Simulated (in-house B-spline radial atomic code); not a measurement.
Configurations of Mn II (Mn+), with energies counted from [Ar] 3d5 4s1. Level of theory: non-relativistic B97-1, spin-polarised, spherical fractional occupations, exact exchange averaged over the configuration, point nucleus; calculated with an all-electron radial atomic-structure program (B-spline basis). Shells without spins written out take the highest spin.

Occupations are held fixed; configurations that lie above the ionisation limit could autoionise.

| configuration | E - E(ref) (eV) | highest orbital | its <r> (bohr) |
| --- | --- | --- | --- |
| [Ar] 3d5 5p1 | 10.077 | 5p up | 7.503 |
| [Ar] 3d4 4s1 4p1 | 11.025 | 4p up | 3.142 |
| [Ar] 3d5 4f1 | 11.885 | 4f up | 8.778 |
| [Ar] 3d5 5d1 | 11.91 | 5d up | 10.72 |
| [Ne] 3s2 3p5 3d5 4s2 | 49.566 | 4s down | 2.756 |

Order these further configurations by energy, lowest first.
A. [Ar] 3d5 4p1
B. [Ne] 3s2 3p5 3d6 4s1
C. [Ar] 3d4 4s2
D. [Ar] 3d5 4d1
E. [Ar] 3d5 5s1

A (4.6714 eV), C (6.9751 eV), E (8.7367 eV), D (9.58 eV), B (47.208 eV).
